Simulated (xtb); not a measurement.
2-chlorobuta-1,3-diene (C4H5Cl), SMILES C(C=C)(Cl)=C. All values are semi-empirical tight-binding results from xtb (GFN2-xTB unless named), good for trends rather than for accurate numbers. Geometry optimised at GFN2-xTB. Other conformers were not sampled.

Optimised geometry:

```xyz
10

C     -0.4032    -2.0542     0.0000
C      0.6245    -1.2149     0.0000
C      0.5329     0.2336     0.0000
C      1.5855     1.0467     0.0000
Cl    -1.0627     0.9166     0.0000
H     -1.4218    -1.7050     0.0000
H     -0.2582    -3.1201     0.0000
H      1.6396    -1.5889     0.0000
H      2.5847     0.6480     0.0000
H      1.4826     2.1166     0.0000
```
Charge 0, spin multiplicity 1.

point group as xtb finds it: Cs
orbital gap: 3.56 eV
dipole moment: 1.62 D
zero-point energy: 46.3 kcal/mol
G − E(el) at 298.15 K (modified RRHO): 27.9 kcal/mol
static polarisability (D4 model): 62.5 bohr³
solvation energy, GFN2-xTB/ALPB(water): -1.7 kcal/mol
solvation energy, GFN2-xTB/ALPB(octanol): -4.5 kcal/mol

Computed atomic charges and the Wiberg bond orders between heavy atoms:
charges (e) C1 -0.07, C2 -0.03, C3 0.10, C4 -0.10, Cl5 -0.18, H6 0.06, H7 0.05, H8 0.05, H9 0.06, H10 0.06. Bond orders C1–C2 1.90, C2–C3 1.10, C3–C4 1.83, C3–Cl5 0.96.
